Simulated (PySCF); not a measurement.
**Si4H10**

Si4H10 is a small molecule, neutral, singlet. The structure, one conformer, was relaxed in the gas phase by PBE0-D3(BJ)/def2-SVP. No frequency run checks that it is a minimum.

SMILES: [SiH3][SiH]([SiH3])[SiH3]

Coordinates in Å:
```
Si1     0.647   -0.122    0.165
Si2     0.269   -0.480   -2.121
Si3     0.082    2.092    0.689
Si4    -0.707   -1.574    1.412
H5      2.088   -0.379    0.489
H6      0.574   -1.895   -2.494
H7      1.117    0.435   -2.946
H8     -1.170   -0.203   -2.422
H9     -1.359    2.309    0.351
H10     0.281    2.362    2.146
H11     0.910    3.054   -0.103
H12    -2.141   -1.322    1.071
H13    -0.514   -1.341    2.877
H14    -0.380   -2.999    1.099
```

Shieldings: GIAO PBE0/pcSseg-1. Shifts are against computed references at the same level: H TMS (σ 31.27 ppm), Si TMS (σ 352.0 ppm). Core levels by delta-SCF with SCAN, pcX-2 on the ionised atom and pcseg-1 elsewhere, spin-free X2C (2p3/2 is the spin-free 2p value less a third of a first-order spin-orbit splitting); from the vacuum level, for chosen atoms.

(1) Give the shieldings and core levels atom by atom.

(2) Which of Si1, Si2 holds its core electrons tightest, and by how much against the loosest?

(3) By CAM-B3LYP/def2-SVPD (TDDFT singlets, Tamm-Dancoff triplets, ionisation by delta-SCF), where does absorption start, and what does vertical ionisation take?

Answers

(1) 
| atoms | bonded to | σ (ppm) | δ (ppm) | core level (eV) |
| --- | --- | --- | --- | --- |
| Si1 | 3 Si + 1 H | 486.5 | -134.5 | 2p3/2 105.95 |
| Si2 Si3 Si4 | 1 Si + 3 H | 453.7 | -101.7 | 2p3/2 106.46 |
| H5 | 1 Si | 28.08 | 3.19 | - |
| H6 H7 H8 | 1 Si | 27.58 | 3.69 | - |
| H9 H10 H11 | 1 Si | 27.58 | 3.69 | - |
| H12 H13 H14 | 1 Si | 27.58 | 3.69 | - |

Values are those of this one static structure, with the three H of a rotating XH3 group averaged; atoms that internal rotation interchanges would show their mean in an NMR spectrum.

(2) Si2 (bonded to 1 Si + 3 H), by 0.51 eV over Si1 (bonded to 3 Si + 1 H).

(3) The first singlet with intensity lies at 6.85 eV (f 0.021); what lies below it is dark. The lowest singlet lies at 6.70 eV (f 0.000), the strongest of the first 6 at 7.17 eV (f 0.106), the lowest triplet at 6.05 eV; vertical ionisation takes 9.81 eV.

The 3 runs behind this took 2.2 min in all, one thread each of Arm Neoverse V2 on a shared host, launched as `OMP_NUM_THREADS=1 python cluster_run.py task.json out`.
